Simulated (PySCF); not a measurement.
C₃H₅AlClF.

```xyz
11

Al     0.2383    -0.1520     0.4443
C     -0.0601    -1.7113    -0.6778
C     -0.2672    -0.6816    -1.7356
C      0.6653     0.2142    -2.1363
H     -0.9154    -2.3764    -0.5258
H      0.8781    -2.2749    -0.7887
H     -1.2966    -0.5286    -2.0850
H      1.7145     0.1366    -1.8254
H      0.4106     1.0218    -2.8255
Cl    -1.3033     0.9898     1.2902
F      1.8042     0.2493     0.8488
```

Geometry: PBE0-D3(BJ)/def2-SVP. The structure was generated by enumeration; whether it is a known compound was not checked. Other conformers were not sampled.

These are B3LYP/pcSseg-1 in PySCF values and carry that method's errors. Non-relativistic, no solvent.

Q: Give the absolute GIAO shielding of each atom: isotropic value and principal components (ppm). (The exact figures need the calculation; the answer reports its results.)

A: 
| atom | σ(iso) | σ11 | σ22 | σ33 | span |
|---|---|---|---|---|---|
| Al1 | 464.8 | 364.2 | 475.2 | 554.9 | 190.8 |
| C2 | 160.5 | 137.4 | 161.1 | 183.1 | 45.7 |
| C3 | 23.5 | -98.2 | 9.9 | 158.9 | 257.1 |
| C4 | 60.4 | -50.0 | 75.8 | 155.5 | 205.5 |
| H5 | 29.9 | 26.6 | 27.7 | 35.3 | 8.7 |
| H6 | 29.2 | 25.6 | 27.5 | 34.5 | 8.9 |
| H7 | 24.5 | 21.5 | 25.4 | 26.7 | 5.1 |
| H8 | 25.5 | 21.8 | 25.4 | 29.4 | 7.6 |
| H9 | 26.1 | 22.9 | 25.3 | 30.1 | 7.1 |
| Cl10 | 982.0 | 849.8 | 999.0 | 1097.2 | 247.3 |
| F11 | 360.1 | 295.2 | 331.2 | 453.8 | 158.6 |
